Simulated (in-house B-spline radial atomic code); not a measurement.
Configurations of P V (P4+), with energies counted from [Ne] 3s1. Method: scalar-relativistic (X2C) PW91, spin-polarised, spherical fractional occupations, Fermi nucleus of rms radius 3.1889 fm. Calculated with an all-electron radial atomic-structure program (B-spline basis). Shells without spins written out take the highest spin.

Occupations are held fixed; configurations that lie above the ionisation limit could autoionise.

```json
{"configuration": "[Ne] 3d1", "E - E(ref) (eV)": "25.383", "highest orbital": "3d up", "its <r> (bohr)": "1.917"}
{"configuration": "[Ne] 4d(1 up, 0 down)", "E - E(ref) (eV)": "42.474", "highest orbital": "4d up", "its <r> (bohr)": "3.859"}
{"configuration": "[Ne] 4f1", "E - E(ref) (eV)": "44.088", "highest orbital": "4f up", "its <r> (bohr)": "3.541"}
{"configuration": "[He] 2s1 2p6 3s1 3p1", "E - E(ref) (eV)": "187.55", "highest orbital": "3p up", "its <r> (bohr)": "1.597"}
{"configuration": "[He] 2s1 2p6 3s1 4s1", "E - E(ref) (eV)": "214.81", "highest orbital": "4s up", "its <r> (bohr)": "3.106"}
{"configuration": "[He] 2s(0 up, 1 down) 2p6 3s(0 up, 1 down) 4p(1 up, 0 down)", "E - E(ref) (eV)": "218.97", "highest orbital": "4p up", "its <r> (bohr)": "3.358"}
{"configuration": "[He] 2s(0 up, 1 down) 2p6 3s(0 up, 1 down) 4f(0 up, 1 down)", "E - E(ref) (eV)": "226.21", "highest orbital": "4f down", "its <r> (bohr)": "3.377"}
```

(1) Order these further configurations by energy, lowest first.
A. [Ne] 3p1
B. [He] 2s(0 up, 1 down) 2p6 3s(1 up, 0 down) 4s(1 up, 0 down)
C. [Ne] 4p1
D. [He] 2s1 2p6 3s2
E. [He] 2s1 2p6 3s1 4p1

(2) How far above the reference does [He] 2s2 2p5 3s1 4p1 lie?

(3) How far above the reference does [He] 2s1 2p6 3s1 3d1 lie?

Results:

(1) A (10.873 eV), C (37.324 eV), D (178.72 eV), B (215.44 eV), E (218.69 eV).

(2) 170.92 eV; its least bound orbital is 4p up with <r> = 3.323 bohr.

(3) 203.08 eV; its least bound orbital is 3d up with <r> = 1.713 bohr.
